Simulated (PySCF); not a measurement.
**Radial density of Bi⁺ (bismuth, charge +1)**

UHF, [Xe] 4f14 5d10 6s2 6p2, high-spin 3P determinant. Computed with PySCF 2.14 in cc-pVTZ-PP with ECP60MDF (5s4p3d1f, 39 functions), with scalar relativity through the core potential. This is the valence pseudo-density: the core potential removes the inner electrons and smooths the orbitals near the nucleus.

```json
{"r (bohr)": "0.00953", "4πr²ρ (e/bohr)": "1.669e-05", "4πr²(ρα − ρβ)": "0.0000"}
{"r (bohr)": "0.0160", "4πr²ρ (e/bohr)": "4.099e-05", "4πr²(ρα − ρβ)": "0.0000"}
{"r (bohr)": "0.0270", "4πr²ρ (e/bohr)": "8.105e-05", "4πr²(ρα − ρβ)": "0.0000"}
{"r (bohr)": "0.0453", "4πr²ρ (e/bohr)": "0.0001150", "4πr²(ρα − ρβ)": "0.0000"}
{"r (bohr)": "0.0763", "4πr²ρ (e/bohr)": "0.0002080", "4πr²(ρα − ρβ)": "0.0000"}
{"r (bohr)": "0.128", "4πr²ρ (e/bohr)": "0.001147", "4πr²(ρα − ρβ)": "0.0000"}
{"r (bohr)": "0.216", "4πr²ρ (e/bohr)": "0.01642", "4πr²(ρα − ρβ)": "0.0002"}
{"r (bohr)": "0.363", "4πr²ρ (e/bohr)": "0.5259", "4πr²(ρα − ρβ)": "0.0052"}
{"r (bohr)": "0.611", "4πr²ρ (e/bohr)": "10.93", "4πr²(ρα − ρβ)": "0.1051"}
{"r (bohr)": "1.03", "4πr²ρ (e/bohr)": "20.06", "4πr²(ρα − ρβ)": "-0.0537"}
{"r (bohr)": "1.73", "4πr²ρ (e/bohr)": "5.807", "4πr²(ρα − ρβ)": "0.5512"}
{"r (bohr)": "2.91", "4πr²ρ (e/bohr)": "1.436", "4πr²(ρα − ρβ)": "0.8137"}
{"r (bohr)": "4.89", "4πr²ρ (e/bohr)": "0.1177", "4πr²(ρα − ρβ)": "0.1030"}
{"r (bohr)": "8.22", "4πr²ρ (e/bohr)": "0.002254", "4πr²(ρα − ρβ)": "0.0022"}
```

Energies and moments cover only the electrons outside the core potential. Spin-orbit coupling is strong in this species (close to jj coupling), so the high-spin LS determinant is a model state, not a physical level.

(1) Where is the radial spin density 4πr²(ρα − ρβ) most negative, and why is it negative at all?

Results:

(1) Around r = 1.03 bohr, down to -0.0537 e/bohr: exchange with the open shell polarises the paired shells in an unrestricted calculation.
